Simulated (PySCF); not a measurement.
C2H5ClGeO, SMILES [Cl][GeH]1[CH2]O[CH2]1. Geometry: B3LYP-D3(BJ)/def2-SVP. The structure was generated by enumeration, and PubChem lists no compound with its InChIKey, so it may never have been made.

Computed equilibrium geometry at B3LYP-D3(BJ)/def2-SVP (PySCF confirms it by a frequency run) as bond lengths and angles, and its point group:
point group Cs.
Atoms: Cl1 Ge2 C3 O4 C5 H6 H7 H8 H9 H10. Bonded distances (Å): Cl1–Ge2 2.184, Ge2–C3 1.996, Ge2–C5 1.996, Ge2–H6 1.544, C3–O4 1.432, C3–H7 1.101, C3–H8 1.106, O4–C5 1.432, C5–H9 1.106, C5–H10 1.101. Angles (°): Cl1–Ge2–C3 117.2, Cl1–Ge2–C5 117.2, Cl1–Ge2–H6 106.7, C3–Ge2–C5 70.1, C3–Ge2–H6 121.3, C5–Ge2–H6 121.3, Ge2–C3–O4 89.6, Ge2–C3–H7 120.1, Ge2–C3–H8 112.6, O4–C3–H7 111.0, O4–C3–H8 112.8, H7–C3–H8 109.4, C3–O4–C5 106.5, Ge2–C5–O4 89.6, Ge2–C5–H9 112.6, Ge2–C5–H10 120.1, O4–C5–H9 112.8, O4–C5–H10 111.0, H9–C5–H10 109.4.
